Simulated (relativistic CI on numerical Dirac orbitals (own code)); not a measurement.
# d1 to d9 in one octahedral field

Computed with a parametric ligand-field model without spin-orbit coupling, by exact diagonalisation: B = 580, C = 2720, 10Dq = 26700 cm⁻¹ (Oh; |10Dq|/B = 46.0) for every shell. Energies in cm⁻¹; the field energy is (0.6 n_e − 0.4 n_t2) × 10Dq of the ground term; g labels are left out.

| Shell | Ground term | Electrons in e | Field energy | First spin-allowed bands | Lowest term of other spin |
| --- | --- | --- | --- | --- | --- |
| d1 | 2T2 | 0.000 | -10680 | 2E 26700 |  |
| d2 | 3T1 | 0.011 | -21054 | 3T2 25335, 3T1 32670 | 1T2 9141 |
| d3 | 4A2 | 0.000 | -32040 | 4T2 26700, 4T1 33110 | 2E 12706 |
| d4 | 3T1 | 0.020 | -42192 | 3E 24159, 3T1 24858 | 1T2 7840 |
| d5 | ? | ? | ? | ? | ? |
| d6 | 1A1 | 0.029 | -63305 | 1T1 24770, 1T2 32878 | 3T1 19034 |
| d7 | 2E | 1.020 | -47533 | 2T1 24621, 2T2 25298 | 4T1 13823 |
| d8 | 3A2 | 2.000 | -32040 | 3T2 26700, 3T1 33110 | 1E 10005 |
| d9 | 2E | 3.000 | -16020 | 2T2 26700 |  |

(1) Fill in the row of d5.

Results:

(1) Ground term: 2T2; Electrons in e: 0.036; Field energy: -52425; First spin-allowed bands: 2A2 23379, 2T1 23575; Lowest term of other spin: 4T1 14020. Low spin: d4, d5, d6, d7; the other shells keep the spin of the free ion. Only d4 to d7 can choose; the field needed to pair spins is smallest for d6 and largest for d5, which loses most exchange energy. In the strong-field picture 10Dq must exceed about 6B + 5C = 17080 (d4), 7.5B + 5C = 17950 (d5), 2.5B + 4C = 12330 (d6) and 4B + 4C = 13200 (d7); mixing of terms shifts these bounds somewhat.
